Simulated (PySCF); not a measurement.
How the method changes the constants of GaBr

State: ¹Σ⁺ (singlet), closed shell. Set-up: PySCF, spin-free X2C with a Gaussian nucleus, basis sets Ga x2c-SVPall, Br x2c-SVPall. De refers to Ga + Br in their high-spin ground configurations, without counterpoise correction. A positive dipole means Ga(−)Br(+).

| Level | Re (Å) | ωe (cm⁻¹) | De (eV) | μ (D) | CPU s a point (SCF and correlation, without the integrals) |
| --- | --- | --- | --- | --- | --- |
| RHF | 2.387 | 263 | 3.20 | -2.68 | 0.19 |
| RHF-MP2 | 2.350 | 280 | 4.23 | n/a | 0.34 |
| RHF-SCS-MP2 | 2.361 | 275 | 4.09 | n/a | n/a |
| RHF-CCSD | 2.362 | 276 | 3.99 | n/a | n/a |
| RHF-CCSD(T) | 2.361 | 276 | 4.07 | n/a | 7.1 |
| PBE | 2.381 | 265 | 4.51 | -2.12 | 1.5 |
| r²SCAN | 2.357 | 274 | 4.47 | -2.11 | 2.1 |
| B3LYP | 2.386 | 263 | 4.28 | -2.34 | 1.8 |
| PBE0 | 2.364 | 272 | 4.38 | -2.29 | 2.7 |
| MN15 | 2.347 | 277 | 4.32 | -2.02 | 2.2 |
| M06-2X | 2.384 | 267 | 4.23 | -2.42 | 2.2 |

The bond length runs from 2.347 Å (MN15) to 2.387 Å (RHF). De spans 3.20 eV (RHF, mean field) to 4.51 eV (PBE, GGA). Correlation at CCSD(T) changes the Hartree–Fock bond energy by +0.87 eV; the triples alone change it by +0.08 eV.

Correlated steps freeze 18 core orbitals. Correlated levels converge slowly with the basis: in double zeta they bind strong bonds too weakly, by up to about 1 eV, and carry superposition errors of some tenths. Where the molecule has an RHF reference, its open-shell atoms are computed with UHF.

The whole job (state search and all levels along the bond) took about 4.4 min on 1 thread of Arm Neoverse N1 (shared host), peak memory 0.75 GiB.
